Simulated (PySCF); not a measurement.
Computed IR spectrum (relative IR intensity) of a molecule C₂H₈BNO₂. Geometry optimised at B3LYP-D3(BJ)/def2-SVP. Other conformers were not sampled. Method: PySCF 2.14.0 with B3LYP-D3(BJ)/def2-SVP. Harmonic, unscaled wavenumbers; measured fundamentals usually lie a few per cent lower.

| ν (cm⁻¹) | relative intensity |
|---|---|
| 394 | 4.5 |
| 415 | 9.8 |
| 436 | 48 |
| 469 | 2.0 |
| 493 | 54 |
| 899 | 3.6 |
| 993 | 10 |
| 1019 | 46 |
| 1183 | 35 |
| 1218 | 73 |
| 1247 | 2.7 |
| 1272 | 37 |
| 1402 | 21 |
| 1438 | 34 |
| 1453 | 12 |
| 1457 | 2.1 |
| 1591 | 100 |
| 2915 | 21 |
| 2940 | 28 |
| 2952 | 28 |
| 3002 | 26 |
| 3111 | 12 |
| 3603 | 14 |
| 3715 | 17 |
| 3880 | 22 |

Question: Identify the compound among the candidates.
A) CCOB(N)O
B) COCB(N)O
C) CCNB(O)O
D) CNB(O)OC

Answer: B, COCB(N)O
